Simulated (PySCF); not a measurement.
W(NMe2)F5, C2H6F5NW (singlet state).
SMILES: `C[N](C)[W]([F])([F])([F])([F])[F]`

Theory: PySCF, PBE0-D3(BJ)/def2-SVP geometry optimisation, gas phase, def2 core potentials past Kr.

Masses are those of the commonest isotopes; rigid-rotor values at the optimised geometry. 

Question: Give the principal moments of inertia and the rotational constants in MHz.

Answer: Ia = 316.45, Ib = 464.48, Ic = 522.24 u·Å²; 505379 MHz·u·Å²/I gives A = 1597, B = 1088, C = 967.7 MHz.

Question: Classify the top.

Answer: An asymmetric top: κ = (2 × 1088 − 1597 − 967.7)/(1597 − 967.7) = -0.62.

Question: Is it planar, by Δ = Ic − Ia − Ib?

Answer: Not planar: Δ = Ic − Ia − Ib = -258.69 u·Å². For a rigid frame Δ = −2 Σ m c², so Σ m c² = 129.35 u·Å² lies off the ab plane: 3.23 from hydrogen and 126.12 from heavier atoms. The atom farthest from that plane is 1.33 Å away.

Question: Give the coordinates in the principal-axis frame, origin at the centre of mass.

Answer: The sense of each axis is arbitrary; atoms in the order of the calculation.
```
atom  mass (u)   a (Å)   b (Å)   c (Å)
  W1   183.951  -0.224   0.001   0.000
  N2    14.003   1.706  -0.003   0.005
  C3    12.000   2.494   1.213   0.007
  C4    12.000   2.499  -1.214  -0.008
  H5     1.008   3.151   1.235   0.894
  H6     1.008   1.851   2.101   0.027
  H7     1.008   3.126   1.255  -0.896
  H8     1.008   1.859  -2.104   0.012
  H9     1.008   3.123  -1.249  -0.917
 H10     1.008   3.164  -1.238   0.872
 F11    18.998  -2.104  -0.019  -0.025
 F12    18.998  -0.253   1.318  -1.313
 F13    18.998  -0.264  -1.303   1.326
 F14    18.998  -0.256   1.367   1.260
 F15    18.998  -0.227  -1.373  -1.252
```

Question: Where do the levels up to J = 3 lie, in K?

Answer: Above 0(0,0), as E/k:
J = 1: 1(0,1) 0.099, 1(1,1) 0.123, 1(1,0) 0.129
J = 2: 2(0,2) 0.295, 2(1,2) 0.315, 2(1,1) 0.332, 2(2,1) 0.405, 2(2,0) 0.406
J = 3: 3(0,3) 0.588, 3(1,3) 0.601, 3(1,2) 0.636, 3(2,2) 0.701, 3(2,1) 0.706, 3(3,1) 0.838, 3(3,0) 0.838

Question: Which types of transition are allowed, and where do some lines up to J = 2 fall?

Answer: The dipole components are |μa| = 5.56 D, |μb| = 0.04 D, |μc| = 0.00 D. Intensities carry the squares of the components, which stand as 1.00 : 0.00 : 0.00 (a : b : c). Some lines, for components of 0.1 D or more:

```tsv
type	branch	J(Ka,Kc)	MHz	lower level (cm⁻¹)
a	Q	2(1,1) ← 2(1,2)	361	0.219
a	R	1(0,1) ← 0(0,0)	2056	0.000
a	R	2(1,2) ← 1(1,1)	3991	0.086
a	R	2(0,2) ← 1(0,1)	4093	0.069
a	R	2(1,1) ← 1(1,0)	4232	0.090
```

Stationary, but not proved a minimum. Constants of a rigid frame at the computed geometry: no zero-point averaging, no centrifugal distortion. A rigid rotor knows nothing of internal rotation, which can split or shift real lines. Quadrupole hyperfine structure (14N) is left out.

The run took 3.7 min of wall time on one thread of an Arm Neoverse V2, shared host, and the process peaked at 0.74 GiB of memory. That covers the optimisation of the geometry.
